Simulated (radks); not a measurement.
Effect of the nuclear size on the samarium ion Sm+, [Xe] 4f6 6s1. Calculated with a radial shooting solver on a logarithmic mesh with Libxc functionals: Dirac Kohn-Sham, LDA (Slater exchange, Perdew-Wang correlation), spin-unpolarised, spherical densities, finite nucleus; open shells are shared between the two j in proportion to 2j + 1; Fermi nuclear charge, rms radius 5.0819 fm. The rms radius is varied about that value; shifts are against it.

[
 {"rms radius (fm)": "4.4772", "total energy shift (eV)": "-3.76", "density at nucleus (e/bohr^3)": "5.473e+05", "1s1/2 shift (meV)": "-1550", "2s1/2 shift (meV)": "-197", "5s1/2 shift (meV)": "-1.52", "5p1/2 shift (meV)": "0.129", "6s1/2 shift (meV)": "-0.144", "4f7/2 shift (meV)": "0.247", "6p1/2 (empty) shift (meV)": "0.044"},
 {"rms radius (fm)": "4.7516", "total energy shift (eV)": "-2.10", "density at nucleus (e/bohr^3)": "5.396e+05", "1s1/2 shift (meV)": "-867", "2s1/2 shift (meV)": "-110", "5s1/2 shift (meV)": "-0.848", "5p1/2 shift (meV)": "0.072", "6s1/2 shift (meV)": "-0.080", "4f7/2 shift (meV)": "0.138", "6p1/2 (empty) shift (meV)": "0.024"},
 {"rms radius (fm)": "5.0819", "total energy shift (eV)": "0", "density at nucleus (e/bohr^3)": "5.31e+05", "1s1/2 shift (meV)": "0.000", "2s1/2 shift (meV)": "0.000", "5s1/2 shift (meV)": "0.000", "5p1/2 shift (meV)": "0.000", "6s1/2 shift (meV)": "0.000", "4f7/2 shift (meV)": "0.000", "6p1/2 (empty) shift (meV)": "0.000"},
 {"rms radius (fm)": "5.4935", "total energy shift (eV)": "2.76", "density at nucleus (e/bohr^3)": "5.213e+05", "1s1/2 shift (meV)": "1140", "2s1/2 shift (meV)": "145", "5s1/2 shift (meV)": "1.12", "5p1/2 shift (meV)": "-0.095", "6s1/2 shift (meV)": "0.106", "4f7/2 shift (meV)": "-0.182", "6p1/2 (empty) shift (meV)": "-0.032"},
 {"rms radius (fm)": "6.2202", "total energy shift (eV)": "8.03", "density at nucleus (e/bohr^3)": "5.06e+05", "1s1/2 shift (meV)": "3320", "2s1/2 shift (meV)": "420", "5s1/2 shift (meV)": "3.25", "5p1/2 shift (meV)": "-0.276", "6s1/2 shift (meV)": "0.307", "4f7/2 shift (meV)": "-0.529", "6p1/2 (empty) shift (meV)": "-0.093"}
]

Slopes of the eigenvalues against <r^2> in GHz/fm^2, as finite differences over the two radii next to the reference (eigenvalue slopes, not the field-shift constants of lines): 1s1/2 63900, 2s1/2 8090, 5s1/2 62.6, 5p1/2 -5.32, 6s1/2 5.91, 4f7/2 -10.2, 6p1/2 (empty) -1.80.
